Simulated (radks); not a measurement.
Q: Au6+, 73 electrons, occupied as [Xe] 4f14 5d5 (the NIST ground configuration). Calculated with a radial shooting solver on a logarithmic mesh with Libxc functionals: scalar-relativistic Kohn-Sham, PBE, spin-polarised, spherical densities, finite nucleus; open shells are filled with parallel spins first (spin-orbit coupling, left out, can overturn this in heavy ions); Fermi nuclear charge, rms radius 5.4371 fm. Some entries of the table are withheld. Estimate them.

orbital,occ.,eigenvalue (eV),<r> (bohr),<r^2> (bohr^2)
1s down,1,-80831.10,0.01687,0.0003934
1s up,1,-80831.09,0.01687,0.0003934
2s up,1,-14337.09,0.07114,0.005996
2s down,1,-14336.58,0.07114,0.005996
2p up,3,-12410.81,0.06424,0.005047
2p down,3,-12410.40,0.06424,0.005047
3s up,1,-3452.118,0.1839,0.03866
3s down,1,-3451.932,0.1839,0.03866
3p up,3,-2893.093,0.1851,0.03974
3p down,3,-2892.883,0.1851,0.03973
3d up,5,-2294.971,0.1677,0.03291
3d down,5,-2294.609,0.1677,0.03291
4s up,1,-819.0002,0.4070,0.1869
4s down,1,-818.5212,0.4071,0.1869
4p up,3,-635.5609,0.4334,0.2135
4p down,3,-635.1142,0.4334,0.2135
4d up,5,-415.0516,0.4582,0.2426
4d down,5,-414.5265,0.4579,0.2422
5s up,1,-196.6455,0.9163,0.9388
5s down,1,-193.1477,0.9099,0.9262
4f up,7,-170.2021,0.4975,0.2994
4f down,7,-169.4409,0.4949,0.2955
5p up,3,-146.8236,(1),1.210
5p down,3,-142.5627,(2),1.197
5d up,5,-88.2348,1.296,(3)
5d down,0,-83.4816,1.302,(4)

A: 
(1) 5p up <r> (bohr): 1.038
(2) 5p down <r> (bohr): 1.032
(3) 5d up <r^2> (bohr^2): 1.905
(4) 5d down <r^2> (bohr^2): 1.927
